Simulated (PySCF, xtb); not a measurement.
C3H8O2Si, SMILES C[C@H]1OC[Si@@H]1O. The values are those of a single conformer.

Harmonic wavenumbers (cm⁻¹) from xtb with GFN2-xTB at its own minimum, in rising order: 67, 148, 182, 202, 263, 302, 407, 522, 526, 627, 657, 726, 756, 797, 902, 925, 988, 1010, 1071, 1101, 1139, 1208, 1227, 1303, 1398, 1479, 1484, 1503, 2371, 2857, 2899, 2928, 3023, 3028, 3033, 3638.

Q: What does PBE-D3(BJ)/def2-SVP (PySCF 2.14.0) give at its own minimum? (The exact figures need the calculation; the answer reports its results.)

A: 96, 168, 184, 224, 276, 328, 397, 428, 626, 651, 681, 760, 807, 816, 857, 886, 955, 975, 1034, 1104, 1143, 1175, 1201, 1289, 1338, 1398, 1405, 1425, 2185, 2883, 2909, 2966, 3034, 3052, 3069, 3763. Paired by order, the mean absolute difference is 41 cm⁻¹ and the zero-point energies are 66.8 and 66.5 kcal/mol.
